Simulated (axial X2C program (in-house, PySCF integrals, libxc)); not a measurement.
Values are calculated unless marked as measured or tabulated.
## AgB: input and output

Program: an axial X2C code built on PySCF integrals.

Input:
```json
{"zs": [47, 5], "q": 0, "bas": ["dyall-cv3z", "dyall-v3z"], "levels": ["PBE0", "HF", "PBEsol"], "cc": true, "r0": 2.13, "thr": -2.0, "nmax": 90, "npts": 10, "nst": 2, "ntry": 6}
```
```bash
python so2c.py task.json out
```

Keys: zs atomic numbers; q charge; bas basis sets; levels methods; cc coupled cluster on or off; r0 starting distance in Å; thr threshold in hartree for freezing inner shells (an s shell follows its p shell); nmax most natural virtual spinors; npts points on the curve; nst determinants followed; ntry starts of the search. HF also brings MP2.

Output of the PBE0 step, two-component, at R = 2.090 Å for the state Ω = 0. It starts from the PBE0 orbitals of the search at 2.130 Å.

```
two-component X2C + atomic mean field  PBE0
basis functions 192  fitting functions 924  grid points 5081
iter        total energy     max residual
   1      -5334.744584525     2.33e+01
   2      -5336.109844711     1.78e+01
   3      -5337.093950986     3.65e+00
   4      -5337.530961185     3.16e+00
   5      -5337.589065353     8.07e-01
   6      -5337.601374270     6.13e-01
   7      -5337.606129007     2.87e-01
   8      -5337.608146917     2.67e-01
   9      -5337.608989164     4.77e-02
  10      -5337.609074563     2.59e-02
  11      -5337.609104533     2.93e-03
  12      -5337.609108606     5.68e-03
  13      -5337.609109519     8.28e-04
  14      -5337.609109622     5.19e-04
  15      -5337.609109652     2.33e-04
  16      -5337.609109664     1.93e-04
  17      -5337.609109675     1.50e-04
  18      -5337.609109683     1.30e-04
  19      -5337.609109687     9.69e-05
  20      -5337.609109689     2.10e-05
  21      -5337.609109689     2.18e-05
  22      -5337.609109689     1.80e-05
converged
one-electron -7473.32463048  Coulomb 2233.15536678  exact exchange -37.91882224  xc functional -116.19448744  nuclear repulsion 59.50078687  atomic mean-field constant -2.82732319
```
Energies are in hartree; totals compare only within one Hamiltonian and basis.
